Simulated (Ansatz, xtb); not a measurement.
**Two isomers of C6H5F3O**

We compare a, `O=C/C=C/C=C/C(F)(F)F`, a singlet, with b, `C=C(C=O)/C=C/C(F)(F)F`, a singlet. Both are isolated molecules in the gas phase, relaxed with B3LYP/def2-SVP, each in the lowest conformer that the search found.

Quicker runs give these differences E(b) − E(a): GFN2-xTB +9.36 kJ/mol; HF/STO-3G +8.26 kJ/mol (at GFN2-xTB geometries); r2SCAN-D4/def2-SVP +7.95 kJ/mol (at GFN2-xTB geometries).

Question: Estimate E(b) − E(a) at the level CCSD(T)/def2-SVP + ΔMP2/def2-TZVPP.

Answer: CCSD(T)/def2-SVP + ΔMP2/def2-TZVPP gives E(b) − E(a) = +3.37 kJ/mol, slightly favouring structure a, which is too small a margin to settle the true order.

Level by level:

```json
{"level": "GFN2-xTB", "geometry": "GFN2-xTB", "E(b) − E(a) (kJ/mol)": "+9.36", "departure from the last row (kJ/mol)": "+5.99", "job, with rough time for the two": "optimisation, 0.18 s"}
{"level": "HF/STO-3G", "geometry": "GFN2-xTB", "E(b) − E(a) (kJ/mol)": "+8.26", "departure from the last row (kJ/mol)": "+4.89", "job, with rough time for the two": "single point, 1 s"}
{"level": "r2SCAN-D4/def2-SVP", "geometry": "GFN2-xTB", "E(b) − E(a) (kJ/mol)": "+7.95", "departure from the last row (kJ/mol)": "+4.58", "job, with rough time for the two": "single point, 6.2 s"}
{"level": "B3LYP/def2-SVP", "geometry": "B3LYP/def2-SVP", "E(b) − E(a) (kJ/mol)": "+9.00", "departure from the last row (kJ/mol)": "+5.63", "job, with rough time for the two": "optimisation, 67 s"}
{"level": "HF/def2-SVP", "geometry": "B3LYP/def2-SVP", "E(b) − E(a) (kJ/mol)": "+5.64", "departure from the last row (kJ/mol)": "+2.27", "job, with rough time for the two": "part of the CCSD(T) run"}
{"level": "MP2/def2-SVP", "geometry": "B3LYP/def2-SVP", "E(b) − E(a) (kJ/mol)": "+1.76", "departure from the last row (kJ/mol)": "−1.62", "job, with rough time for the two": "part of the CCSD(T) run"}
{"level": "CCSD(T)/def2-SVP", "geometry": "B3LYP/def2-SVP", "E(b) − E(a) (kJ/mol)": "+0.57", "departure from the last row (kJ/mol)": "−2.81", "job, with rough time for the two": "single point"}
{"level": "CCSD(T)/def2-SVP + ΔMP2/def2-TZVPP", "geometry": "B3LYP/def2-SVP", "E(b) − E(a) (kJ/mol)": "+3.37", "departure from the last row (kJ/mol)": "", "job, with rough time for the two": "single point, 5.3 min"}
```

As drawn, both hold the same kinds of bond in the same numbers.

The largest departure from CCSD(T)/def2-SVP + ΔMP2/def2-TZVPP is that of GFN2-xTB, 5.99 kJ/mol. The last row adds to CCSD(T) the change of the MP2 difference between the two basis sets, here +2.81 kJ/mol.

With thermal terms from frequencies at re-optimised GFN2-xTB minima (ideal gas, soft modes damped towards free rotors, one conformer each, 298.15 K, 1 atm): on the last row, ΔE + ΔZPE = +3.06, ΔH = +2.89, ΔG = +3.54 kJ/mol.

The correlated steps freeze 10 core orbitals. Run with Ansatz 0.2.0, xtb 6.7.1; the last row on 2 threads of Intel(R) Xeon(R) Platinum 8488C (Sapphire Rapids) on a shared host.
